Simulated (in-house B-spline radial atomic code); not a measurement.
A run on S (an excited or competing configuration) that did not converge. Method: non-relativistic wB97X, spin-polarised, spherical fractional occupations, point nucleus; computed with a B-spline radial code for spherical atoms.

Command:
```bash
python run_scf.py task.json out
```
Settings:
```
Z                16
configuration    [Ne] 3s1 3p4 4f1
hamiltonian      nr
method           wb97x
spin_polarised   True
```

First and last ten iterations of the last attempt (damped for 15 steps, keeping 80 % of the old Fock matrix, then DIIS):
```
 iter        energy (Eh)    residual
    1        -394.810973    2.49e-01
    2        -396.949464    9.83e-02
    3        -397.096372    6.91e-02
    4        -397.175182    4.85e-02
    5        -397.218288    3.40e-02
    6        -397.242196    2.38e-02
    7        -397.255420    1.75e-02
    8        -397.262859    1.34e-02
    9        -397.267143    1.03e-02
   10        -397.269491    7.98e-03
  111        -397.273410    1.60e-03
  112        -397.273185    9.00e-04
  113        -397.273131    9.36e-04
  114        -397.273153    1.14e-03
  115        -397.273321    1.93e-03
  116        -397.273246    1.53e-03
  117        -397.272826    2.04e-03
  118        -397.273186    1.30e-03
  119        -397.272893    1.65e-03
  120        -397.272588    2.01e-03
 not converged after 120 iterations
```

The smallest residual met was 4.2e-04; the threshold is about 2e-07. No energy from this run should be used. Cost of the run: 6.3 s on 1 thread of Arm Neoverse V1 (shared host).
